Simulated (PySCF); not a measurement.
CH6AlNO2. Atoms are numbered in the order given.

```xyz
11

Al     0.1567     0.2040     0.4468
O      1.1890    -0.1377     1.7536
H      1.7184    -0.9359     1.8186
O      0.0346    -0.9103    -0.8269
C     -0.6293    -1.0711    -2.0388
H     -1.2955    -0.2208    -2.2899
H      0.0909    -1.1789    -2.8718
H     -1.2544    -1.9839    -2.0284
N     -0.7469     1.7191     0.4817
H     -0.6859     2.3962     1.2348
H     -1.3950     2.0484    -0.2246
```

Geometry optimised at r2SCAN-D4/def2-SVP. The values are those of a single conformer.

Level of theory: PBE0/def2-TZVP run with PySCF.

Isolated molecule, no solvent.

Computed frontier levels, gap, dipole moment and polarisability:
- highest occupied level: -7.27 eV
- lowest empty level: -0.08 eV
- orbital gap: 7.19 eV
- dipole moment: 1.24 D
- quadrupole, principal values (traceless, Buckingham form, about the centre of nuclear charge): -3.75, -2.31, 6.06 D·Å
- mean static polarisability: 48.9 bohr³ (7.24 Å³)
- polarisability, principal values: 42.1, 49.6, 54.9 bohr³
